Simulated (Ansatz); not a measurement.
Cost and result for the atomization energy of `[CH3][AlH]/[CH]=C/I` (11 atoms, 10 bonds).

Z-matrix (Å, degrees):
```
C
Al 1 1.948
H 1 1.096 2 110.7
H 1 1.092 2 112.9 3 -120.8
H 1 1.095 2 111.0 3 117.8
C 2 1.947 1 121.3 3 -62.8
H 2 1.590 1 123.8 3 117.1
C 6 1.327 2 116.9 1 -179.9
H 6 1.088 2 124.7 1 -0.0
I 8 2.098 6 125.1 2 179.9
H 8 1.085 6 124.3 2 -0.1
```

Total charge 0; spin multiplicity 1. Correlated methods include outer-core shells of I, which these sets cover unevenly. I takes the def2 core potential. The structure was optimised at the PBE0-D4/def2-TZVP level. It is one conformer, not always the lowest. Program: Ansatz. All runs use 4 threads of an Arm Neoverse V2 on a shared host. Times are those of one run each, without the atoms' runs, and a repeat can differ threefold. Electronic energies, without spin–orbit coupling; frozen cores. CCSD(T)/CBS adds CCSD(T) − MP2 in def2-TZVPP to the MP2 limit, and its time is that of the two runs behind it. T1 = 0.010. With those shells the extrapolation isn't a true limit. B3LYP takes the VWN-RPA correlation (the form of Gaussian; ORCA's B3LYP/G).

CCSD(T)/CBS is a level of theory with its own doubt, some kJ/mol a heavy atom from the limit and from the frozen cores, so smaller differences don't rank the functionals.

```csv
level,functions,wall time
PBE-D4/def2-TZVPP (with forces),269,2.5 s
PBE0-D4/def2-TZVPP,269,3.1 s
r2SCAN-D4/def2-TZVPP (with forces),269,4.7 s
B3LYP-D4/def2-TZVPP (with forces),269,4.9 s
B2PLYP/def2-TZVPP,269,6 s
ωB97X-V/def2-TZVPP,269,8 s
ωB97M-V/def2-TZVPP (with forces),269,12 s
MP2/def2-QZVPP,503,22 s
CCSD(T)/def2-TZVPP,269,4.3 min
CCSD(T)/CBS(def2),–,4.7 min
```

(1) What atomization energy does each give, and how far from CCSD(T)/CBS? (An estimate is asked.)

Results:

(1) Ansatz gave: 
```tsv
level	atomization (kcal/mol)	difference from CCSD(T)/CBS	per bond
PBE-D4/def2-TZVPP (with forces)	948.5	16.9	1.7
PBE0-D4/def2-TZVPP	934.2	2.6	0.3
r2SCAN-D4/def2-TZVPP (with forces)	934.8	3.2	0.3
B3LYP-D4/def2-TZVPP (with forces)	929.2	-2.4	-0.2
B2PLYP/def2-TZVPP	920.1	-11.5	-1.2
ωB97X-V/def2-TZVPP	929.0	-2.6	-0.3
ωB97M-V/def2-TZVPP (with forces)	929.6	-2.0	-0.2
MP2/def2-QZVPP	936.8	5.2	0.5
CCSD(T)/def2-TZVPP	908.1	-23.5	-2.4
CCSD(T)/CBS(def2)	931.6	0.0	0.0
```

In def2-TZVPP, CCSD(T) changes the Hartree–Fock value by +220.7 kcal/mol (the triples alone add +15.2 kcal/mol) and MP2 by +235.5 kcal/mol; breaking electron pairs costs correlation energy, which Hartree–Fock lacks. The D4 term adds +9.2 kcal/mol with B3LYP and +4.8 kcal/mol with PBE0; it sums over pairs of atoms, weighted by their polarisabilities, and B3LYP, whose exchange is more repulsive, gets the larger term. From PBE to PBE0 (25 % exact exchange), in def2-TZVPP and without D4, the atomization energy moves by −13.4 kcal/mol: exact exchange takes away binding that semilocal exchange gives to molecules.

Spin–orbit coupling would lower the free I atoms strongly, and the atomization energy with them, by more than many differences here.
